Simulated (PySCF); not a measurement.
Molecule: `[CH3][Al-]([CH3])([CH3])[P+](C)(C)C`, C6H18AlP.

Bonds (- single, = double, # triple, : aromatic): C1-Al2, Al2-C3, Al2-C4, Al2-P5, P5-C6, P5-C7, P5-C8. C1 carries H9, H10, H11; C3 carries H12, H13, H14; C4 carries H15, H16, H17; C6 carries H18, H19, H20; C7 carries H21, H22, H23; C8 carries H24, H25, H26. Formal charges: Al2 -1, P5 +1.

Geometry PBE0-D3(BJ)/def2-SVP throughout; GIAO in PySCF 2.14, gas phase, one conformer, non-relativistic; equivalent atoms averaged; functional PBE0.

A run gave: C6/C7/C8 9.6, C1/C3/C4 -9.1, Al2 72.7, P5 -62.3, H18/H19/H20/H21/H22/H23/H24/H25/H26 1.06, H9/H10/H11/H12/H13/H14/H15/H16/H17 -0.80 ppm (shifts δ (against TMS, AlH4-, H3PO4 at the same level)).

Question: Which basis set was used in that run?
A. 6-31G*
B. def2-SVP
C. 6-31G
D. STO-3G

Answer: A. P5 tells them apart best: 6-31G* gives -62.3, 6-31G gives -132.2, STO-3G gives -77.1, def2-SVP gives -68.2 ppm.
